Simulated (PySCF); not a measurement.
Correlation energy of Os⁵⁸⁺ (osmium, charge +58)

[Ar], closed-shell 1S. Calculation: PySCF 2.14, in an uncontracted even-tempered set (17 s from 16 bohr⁻², ratio 2.5; 12 p from 20 bohr⁻², ratio 2.5; 4 d from 84 bohr⁻², ratio 2.7; 4 f from 130 bohr⁻², ratio 2.7); scalar relativity by spin-free X2C-1e. Frozen: 1s2; 16 electrons correlated; the 20 highest virtual orbitals of each spin left out.

```csv
level,correlation energy (mhartree)
CCSD,-702.88
(T),-0.65
CCSD(T),-703.53
```

Diagnostics: T1 = 0.00015, D1 = 0.0004, largest double amplitude 0.011.

Cost of the coupled-cluster step: of the order of 5 core-seconds, for 16 correlated electrons.

Iterations:

```
CC2 = 0
CCSD nocc = 8, nmo = 80
frozen orbitals [0, 81, 82, 83, 84, 85, 86, 87, 88, 89, 90, 91, 92, 93, 94, 95, 96, 97, 98, 99, 100]
max_cycle = 100
direct = 0
conv_tol = 1e-08
conv_tol_normt = 1e-06
diis_space = 8
diis_start_cycle = 0
Init t2, MP2 energy = -13737.8004045746  E_corr(MP2) -0.695114072268242
Init E_corr(CCSD) = -0.695114072268265
cycle = 1  E_corr(CCSD) = -0.701910846186933  dE = -0.00679677392  norm(t1,t2) = 0.0024306
cycle = 2  E_corr(CCSD) = -0.702790826450584  dE = -0.000879980264  norm(t1,t2) = 0.000285202
cycle = 3  E_corr(CCSD) = -0.702882119204975  dE = -9.12927544e-05  norm(t1,t2) = 3.4747e-05
cycle = 4  E_corr(CCSD) = -0.702881256737538  dE = 8.62467437e-07  norm(t1,t2) = 6.51141e-07
cycle = 5  E_corr(CCSD) = -0.702881197183013  dE = 5.95545254e-08  norm(t1,t2) = 1.4528e-08
cycle = 6  E_corr(CCSD) = -0.702881197850595  dE = -6.6758199e-10  norm(t1,t2) = 8.41853e-10
CCSD converged
E(CCSD) = -13737.80817170023  E_corr = -0.7028811978505947
CCSD(T) correction = -0.000654094660935642
```

At this charge the one-electron X2C treatment keeps the bare 1/r₁₂, with no two-electron picture change or Breit term. The effect here is smaller than on the frozen 1s shell; and a scalar Hamiltonian misses the large spin-orbit splitting of the p shells, which matters for ns² → np² pairs.
